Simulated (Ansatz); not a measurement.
`O[Si](F)(S)S` + `[NH2][GeH]1[O][AlH]1` → `N[Si](O)(S)S` + `[F][GeH]1[O][AlH]1`  (redistribution)

Isolated molecules relaxed with PBE0-D4/def2-TZVP in Ansatz; ΔE leaves out vibrations. CBS: MP2 limit from def2 TZ/QZ plus the TZ coupled-cluster correction, frozen cores. DFT in def2-TZVPP. HSE06 is defined as in plane-wave codes. For Ge outer-core shells are correlated without core-valence functions, which leaves a few kJ/mol of doubt a bond. Scalar relativity is left out up to krypton. Each species was taken in one conformer, which may not be the lowest.

```json
{"level": "r2SCAN-D4", "ΔE (kcal/mol)": "5.6", "difference from CCSD(T)/CBS": "-1.4"}
{"level": "r2SCANh-D4", "ΔE (kcal/mol)": "5.8", "difference from CCSD(T)/CBS": "-1.2"}
{"level": "B2PLYP", "ΔE (kcal/mol)": "6.3", "difference from CCSD(T)/CBS": "-0.7"}
{"level": "r2SCAN", "ΔE (kcal/mol)": "5.7", "difference from CCSD(T)/CBS": "-1.3"}
{"level": "PBE0", "ΔE (kcal/mol)": "5.9", "difference from CCSD(T)/CBS": "-1.1"}
{"level": "r2SCANh", "ΔE (kcal/mol)": "5.9", "difference from CCSD(T)/CBS": "-1.1"}
{"level": "HSE06", "ΔE (kcal/mol)": "5.9", "difference from CCSD(T)/CBS": "-1.1"}
{"level": "LC-ωPBE", "ΔE (kcal/mol)": "5.9", "difference from CCSD(T)/CBS": "-1.1"}
{"level": "MP2/def2-SVP", "ΔE (kcal/mol)": "5.4", "difference from CCSD(T)/CBS": "-1.6"}
{"level": "CCSD(T)/def2-SVP", "ΔE (kcal/mol)": "5.3", "difference from CCSD(T)/CBS": "-1.7"}
{"level": "HF/def2-TZVPP", "ΔE (kcal/mol)": "6.8", "difference from CCSD(T)/CBS": "-0.2"}
{"level": "MP2/def2-TZVPP", "ΔE (kcal/mol)": "7.1", "difference from CCSD(T)/CBS": "0.1"}
{"level": "SCS-MP2/def2-TZVPP", "ΔE (kcal/mol)": "6.9", "difference from CCSD(T)/CBS": "-0.1"}
{"level": "CCSD(T)/def2-TZVPP", "ΔE (kcal/mol)": "7.1", "difference from CCSD(T)/CBS": "0.1"}
{"level": "HF/def2-QZVPP", "ΔE (kcal/mol)": "6.6", "difference from CCSD(T)/CBS": "-0.4"}
{"level": "HF/CBS(def2)", "ΔE (kcal/mol)": "6.6", "difference from CCSD(T)/CBS": "-0.4"}
{"level": "CCSD(T)/CBS", "ΔE (kcal/mol)": "7.0", "difference from CCSD(T)/CBS": "0"}
```

Largest T1 diagnostic among the species: 0.016.

From BLYP to BHLYP (50 % exact exchange), in def2-TZVPP and without D4, ΔE moves by +1.0 kcal/mol. At CCSD(T), def2-SVP lies −1.7 kcal/mol from the extrapolated value and def2-TZVPP +0.1 kcal/mol. Leaving LDA and LC-ωPBE aside and taking each functional with its dispersion term where it has one, the values, not all of them listed here, spread over 2.3 kcal/mol, from revPBE-D4 to PBE-QIDH.

CCSD(T)/CBS has its own doubt, a few kJ/mol and more with outer-core shells, so smaller differences from it don't rank the levels.
